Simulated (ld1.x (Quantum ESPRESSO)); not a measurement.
**What one change does to a pseudopotential (technetium (Tc), PAW)**

```
Element                 : Tc (Z = 43)
Generator               : ld1.x (Quantum ESPRESSO) 7.5
Type                    : PAW
Functional              : BLYP
Relativity              : scalar-relativistic
Frozen core             : [Kr]
Valence charge          : 7
Reference configuration : 4d5 5s2 5p0
Partial waves           : 5s (bound): rcut 2.25, rcutus 2.50 bohr; 5s channel at 1.55 Ry: rcut 2.25, rcutus 2.50 bohr; 5p (bound, empty): rcut 2.85, rcutus 3.10 bohr; 5p channel at 0.75 Ry: rcut 2.85, rcutus 3.10 bohr; 4d (bound): rcut 2.25, rcutus 2.50 bohr; 4d channel at 0.45 Ry: rcut 2.25, rcutus 2.50 bohr
Local potential         : all-electron potential smoothed inside 2.30 bohr (lloc = -1)
Core correction         : Bessel-smoothed model core inside 1.15 bohr
Augmentation charge     : BESSEL, radius 2.60 bohr
```

Change: functional PBE.

Cutoffs: the cutoffs (Ry, on a coarse ladder) from which the occupation-weighted sum of valence levels, in a spherical-Bessel basis at the reference potential, stays within 10 and 1 mRy of its value at 400 Ry; they do not see the model core or the augmentation charge, which bear on the density cutoff. Errors are all-electron minus pseudo energies relative to the spin-unpolarised reference configuration.

Task: Predict the effect on cutoff, ghosts and configuration errors.

Result: The potential gets neither clearly harder nor softer (15 Ry and 25 Ry → 15 Ry and 25 Ry); of the 7 tests that both files solve, the error grows in 5 and shrinks in 0 by more than 15 % and 0.3 meV (median size 10.7 → 14.0 meV); neither file shows a bound ghost.

```csv
quantity,base,changed
"cutoff, loose",15 Ry,15 Ry
"cutoff, tight",25 Ry,25 Ry
bound ghosts,none,none
"error for 4d5 5s1 5p0, meV [ΔE 8.12 → 8.15 eV]",-2.5,-3.0
"error for 4d5 5s0 5p0, meV [ΔE 23.09 → 23.00 eV]",-11,-14
"error for 4d4 5s0 5p0, meV [ΔE 51.70 → 51.71 eV]",-191,-189
"error for 4d6 5s0 5p0, meV [ΔE 6.32 → 6.17 eV]",-63,-76
"error for 4d5 5s1 5p1, meV [ΔE 3.75 eV]",-0.8,-1.2
"error for 4d5 5s0 5p2, meV [ΔE 7.76 → 7.71 eV]",-2.3,-3.8
"error for 4d4 5s2 5p1, meV [ΔE 6.52 → 6.61 eV]",-69,-74
s: phases at 3.35 bohr within 0.05 rad from the reference energy up to (Ry; the scan ends near 5),to the end of the scan,to the end of the scan
p: phases at 3.35 bohr within 0.05 rad from the reference energy up to (Ry; the scan ends near 5),2.5,2.5
d: phases at 3.35 bohr within 0.05 rad from the reference energy up to (Ry; the scan ends near 5),4.3,4.2
lowest overlap eigenvalue by channel,"s 0.53, p 0.51, d 0.28","s 0.53, p 0.51, d 0.27"
```
